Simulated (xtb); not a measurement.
C$_{2}$H$_{5}$S (SMILES [CH2-]SC), charge -1, singlet, from a rough starting geometry; GFN2-xTB run with xtb.

Here is a job for xtb.
```
$ xtb mol.xyz --gfn 2 --chrg -1 --opt vtight --json

# file mol.xyz
8

C      0.04958041     1.62856446     0.06056487
S     -0.03733872     0.34428647     1.31519099
C      0.01100648    -1.06994798     0.07750460
H      0.88288769     1.66704056    -0.53371264
H     -0.90612636     1.62908391    -0.51907996
H     -0.00930163    -1.99297342     0.67045437
H     -0.85700323    -1.00668459    -0.56197346
H      0.88560609    -1.04945397    -0.57502692
```

It wrote (shortened):

```
   ID    Z sym.   atoms
    1    6 C      1, 3
    2   16 S      2
    3    1 H      4-8

           -------------------------------------------------
          |                Calculation Setup                |
           -------------------------------------------------

           -------------------------------------------------
          |                 G F N 2 - x T B                 |
           -------------------------------------------------

          ...................................................
          :                      SETUP                      :
          :.................................................:
          :  # basis functions                  23          :
          :  # atomic orbitals                  22          :
          :  # shells                           12          :
          :  # electrons                        20          :
          :  max. iterations                   250          :
          :  Hamiltonian                  GFN2-xTB          :
          :  restarted?                      false          :
          :  GBSA solvation                  false          :
          :  PC potential                    false          :
          :  electronic temp.          300.0000000     K    :
          :  accuracy                    1.0000000          :
          :  -> integral cutoff          0.2500000E+02      :
          :  -> integral neglect         0.1000000E-07      :
          :  -> SCF convergence          0.1000000E-05 Eh   :
          :  -> wf. convergence          0.1000000E-03 e    :
          :  Broyden damping             0.4000000          :
          :  net charge                         -1          :
          :  unpaired electrons                  0          :
          ...................................................

 iter      E             dE          RMSdq      gap      omega  full diag
   1    -10.1822628 -0.101823E+02  0.524E+00    2.79       0.0  T
   2    -10.2553484 -0.730856E-01  0.362E+00    1.71       1.0  T
   3    -10.2688378 -0.134894E-01  0.162E+00    2.12       1.0  T
   4    -10.2695897 -0.751877E-03  0.575E-01    1.65       1.0  T
   5    -10.2705413 -0.951687E-03  0.265E-01    1.80       1.0  T
   6    -10.2705699 -0.285317E-04  0.454E-02    1.78       1.0  T
   7    -10.2705703 -0.387430E-06  0.171E-02    1.78       2.1  T
   8    -10.2705704 -0.153019E-06  0.559E-03    1.78       6.3  T
   9    -10.2705704 -0.855395E-08  0.141E-03    1.78      25.1  T
[...]
 * total energy  :   -10.1822586 Eh     change       -0.1696347E-01 Eh
 * total energy  :   -10.1846598 Eh     change       -0.2401220E-02 Eh
 * total energy  :   -10.1860706 Eh     change       -0.1410822E-02 Eh
 * total energy  :   -10.1872652 Eh     change       -0.1194546E-02 Eh
 * total energy  :   -10.1875562 Eh     change       -0.2910487E-03 Eh
 * total energy  :   -10.1877360 Eh     change       -0.1798020E-03 Eh
 * total energy  :   -10.1877683 Eh     change       -0.3231237E-04 Eh
 * total energy  :   -10.1877783 Eh     change       -0.9942734E-05 Eh
 * total energy  :   -10.1877801 Eh     change       -0.1834129E-05 Eh
 * total energy  :   -10.1877806 Eh     change       -0.5048667E-06 Eh
 * total energy  :   -10.1877808 Eh     change       -0.1712025E-06 Eh
 * total energy  :   -10.1877808 Eh     change       -0.2734099E-07 Eh
   *** GEOMETRY OPTIMIZATION CONVERGED AFTER 13 ITERATIONS ***
         :: total energy             -10.187780825480 Eh    ::
[...]
     1   6 C        2.822    -0.127    31.233     9.157
     2  16 S        1.919    -0.535   165.322    21.641
     3   6 C        3.718    -0.046    21.513     6.626
     4   1 H        0.924    -0.107     5.831     3.776
     5   1 H        0.924    -0.107     5.831     3.776
     6   1 H        0.925    -0.023     3.480     2.917
     7   1 H        0.925    -0.027     3.576     2.957
     8   1 H        0.925    -0.027     3.577     2.958

 Mol. C6AA /au·bohr⁶  :       1123.090441
 Mol. C8AA /au·bohr⁸  :      32812.408559
 Mol. α(0) /au        :         53.807812

Wiberg/Mayer (AO) data.
largest (>0.10) Wiberg bond orders for each atom

 ---------------------------------------------------------------------------
     #   Z sym  total        # sym  WBO       # sym  WBO       # sym  WBO
 ---------------------------------------------------------------------------
     1   6 C    3.504 --     2 S    1.386     4 H    0.971     5 H    0.971
                             3 C    0.168
     2  16 S    2.247 --     1 C    1.386     3 C    0.823
     3   6 C    3.975 --     8 H    0.993     7 H    0.993     6 H    0.993
                             2 S    0.823     1 C    0.168
     4   1 H    0.988 --     1 C    0.971
     5   1 H    0.988 --     1 C    0.971
     6   1 H    0.999 --     3 C    0.993
     7   1 H    0.999 --     3 C    0.993
     8   1 H    0.999 --     3 C    0.993
 ---------------------------------------------------------------------------

Topologies differ in total number of bonds
Writing topology from bond orders to xtbtopo.mol

molecular dipole:
                 x           y           z       tot (Debye)
 q only:       -0.005      -1.317      -0.863
   full:       -0.005      -1.717      -1.635       6.027
molecular quadrupole (traceless):
                xx          xy          yy          xz          yz          zz
 q only:        3.303      -0.006      -4.296      -0.007      -0.276       0.993
  q+dip:        5.554      -0.008      -5.409      -0.013      -2.737      -0.144
   full:        4.948      -0.008      -4.835      -0.013      -2.715      -0.113

optimized geometry written to: xtbopt.xyz

           -------------------------------------------------
          | TOTAL ENERGY              -10.187780825480 Eh   |
          | GRADIENT NORM               0.000024706977 Eh/α |
          | HOMO-LUMO GAP               3.446809192363 eV   |
           -------------------------------------------------

normal termination of xtb
```
